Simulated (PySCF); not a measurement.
# Potential energy of GaP⁺ along the bond

Set-up: PySCF, scalar-relativistic core potentials, basis sets Ga cc-pVDZ-PP with ECP10, P cc-pV(D+d)Z. Energies in eV from Ga⁺ + P in their ground configurations at the same level. All curves are PBE0. state 1: ⁴Σ⁻ (quartet), unpaired electrons σ ↑, π ↑↑; state 2: Ms = 0.5 determinant of mixed spin (⟨S²⟩ near 1.8), unpaired electrons σ ↓, π ↑↑, a second solution, started from another occupation; state 3: Ms = 0.5 determinant of mixed spin (⟨S²⟩ near 1.8), unpaired electrons σ ↑, π ↑↓, a mixture of terms (⟨Lz²⟩ = 2.0), a second solution, started from another occupation; state 4: doublet, unpaired electrons π ↑, a second solution, started from another occupation.

```json
{"R (Å)": "2.325", "state 1": "-0.3408", "state 2": "0.0522", "state 3": "0.2015", "state 4": "1.1187"}
{"R (Å)": "2.434", "state 1": "-0.4561", "state 2": "-0.0226", "state 3": "0.1099", "state 4": "1.2135"}
{"R (Å)": "2.542", "state 1": "-0.5135", "state 2": "-0.0397", "state 3": "0.0758", "state 4": "1.3335"}
{"R (Å)": "2.623", "state 1": "-0.5320", "state 2": "-0.0303", "state 3": "0.0735", "state 4": "1.4268"}
{"R (Å)": "2.704", "state 1": "-0.5364", "state 2": "-0.0096", "state 3": "0.0836", "state 4": "1.5168"}
{"R (Å)": "2.785", "state 1": "-0.5306", "state 2": "0.0179", "state 3": "0.1018", "state 4": "1.6003"}
{"R (Å)": "2.893", "state 1": "-0.5121", "state 2": "0.0602", "state 3": "0.1340", "state 4": "1.6985"}
{"R (Å)": "3.029", "state 1": "-0.4781", "state 2": "0.1165", "state 3": "0.1810", "state 4": "1.7989"}
{"R (Å)": "3.191", "state 1": "-0.4291", "state 2": "0.1840", "state 3": "0.2409", "state 4": "1.8887"}
{"R (Å)": "3.407", "state 1": "-0.3602", "state 2": "0.2694", "state 3": "0.3195", "state 4": "1.9672"}
```

Task: Put a parabola through the three lowest points of the state 1 curve and estimate Re, k and ωe (reduced mass 21.37 u; 1 eV/Å² = 0.16022 mdyn/Å; ωe = 1302.8·√(k/μ) cm⁻¹).

Result: Through R = 2.623, 2.704, 2.785 Å the second-order coefficient is 0.777 eV/Å², so Re ≈ 2.698 Å, k ≈ 0.249 mdyn/Å and ωe ≈ 141 cm⁻¹. A polynomial fit of higher order to the unrounded PBE0 energies gives Re = 2.694 Å, k = 0.255 mdyn/Å, ωe = 142 cm⁻¹; anharmonicity and rounding make the difference.

The higher-order fit for each curve: state 1: Re = 2.694 Å, ωe = 142 cm⁻¹, De = 0.54 eV; state 2: Re = 2.534 Å, ωe = 190 cm⁻¹, minimum 0.040 eV below the ground-state fragments; state 3: Re = 2.594 Å, ωe = 166 cm⁻¹, minimum 0.073 eV above the ground-state fragments. State 4 gave no clean fit.

Spin–orbit coupling is left out. For an ion De counts to the pair picked by the measured ionisation energies or electron affinities, which need not be the lowest pair at this level. The state is the lowest determinant that a PBE0 search found; another state may lie lower at other levels.
